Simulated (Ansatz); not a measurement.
Name a neutral molecule of B, C, F and H with ideal-gas entropy at 298 K and 1 bar (rigid rotor, harmonic PBE0-D4/def2-TZVP) between 291 and 307 J/(mol·K) and HOMO–LUMO gap (PBE/def2-TZVPP) between 4.65 and 4.95 eV (Ansatz, PBE0-D4/def2-TZVP geometry).

`BCBF` (305 J/(mol·K), 4.78 eV). Other molecules can fit too; these were computed, each in one conformer that needn't be the lowest.
